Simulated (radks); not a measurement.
Kinetic energies: the exact non-interacting value of the Kohn-Sham orbitals and orbital-free approximations, as 100 (|E| - |E exact|)/|E exact|, negative where the magnitude is too small. Species: Mo+ [Kr] 4d5; Mn+ [Ar] 3d5 4s1; Li+ [He]; Sr [Kr] 5s2. Method: non-relativistic Kohn-Sham, r2SCAN, spin-polarised, spherical densities, point nucleus; meta-GGA in the generalised Kohn-Sham scheme; computed with a radial shooting solver on a logarithmic mesh with Libxc functionals. Every spin shell is full or empty, so the densities are truly spherical. Functionals are evaluated on that one density, not self-consistently.

[
 {"functional": "exact (hartree)", "Mo+": "3975.50", "Mn+": "1149.83", "Li+": "7.24545", "Sr": "3131.71"},
 {"functional": "Thomas-Fermi", "Mo+": "-5.56", "Mn+": "-6.59", "Li+": "-9.78", "Sr": "-5.75"},
 {"functional": "von Weizsacker", "Mo+": "-55.93", "Mn+": "-47.22", "Li+": "0.00", "Sr": "-54.45"},
 {"functional": "TF + vW/9", "Mo+": "-0.66", "Mn+": "-0.73", "Li+": "+1.33", "Sr": "-0.69"},
 {"functional": "TF + vW/5", "Mo+": "+3.25", "Mn+": "+3.96", "Li+": "+10.22", "Sr": "+3.36"},
 {"functional": "LC94", "Mo+": "+0.09", "Mn+": "+0.02", "Li+": "+0.94", "Sr": "+0.07"},
 {"functional": "APBEK", "Mo+": "+0.15", "Mn+": "+0.12", "Li+": "+0.83", "Sr": "+0.15"},
 {"functional": "revAPBEK", "Mo+": "+0.35", "Mn+": "+0.40", "Li+": "+1.72", "Sr": "+0.35"},
 {"functional": "Thakkar", "Mo+": "-0.49", "Mn+": "-0.35", "Li+": "+1.20", "Sr": "-0.47"},
 {"functional": "Pearson", "Mo+": "-0.96", "Mn+": "-1.30", "Li+": "-3.56", "Sr": "-1.01"},
 {"functional": "LKT", "Mo+": "+20.58", "Mn+": "+25.53", "Li+": "+60.68", "Sr": "+21.37"},
 {"functional": "PG1", "Mo+": "+16.22", "Mn+": "+20.37", "Li+": "+53.15", "Sr": "+16.87"},
 {"functional": "DePristo-Kress", "Mo+": "-0.05", "Mn+": "-0.05", "Li+": "+1.30", "Sr": "-0.05"},
 {"functional": "Ernzerhof", "Mo+": "-0.35", "Mn+": "-0.27", "Li+": "+4.89", "Sr": "-0.36"}
]
